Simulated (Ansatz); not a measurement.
**Question.** Predict a relaxed structure of the cluster BeI₂ (the lowest singlet isomer of a short search), charge 0, singlet, at B3LYP-D4/def2-TZVP (Ansatz).

**Answer.** 
```csv
atom,x (Å),y (Å),z (Å)
Be1,0.000,0.000,0.000
I2,1.607,-0.797,-1.213
I3,-1.607,0.797,1.213
```
Point group D∞h (tolerance 0.1 Å). This is one stationary point.

In the def2 sets I takes a core potential; there is no spin–orbit coupling. The structure comes from a short search, and lower isomers may exist.
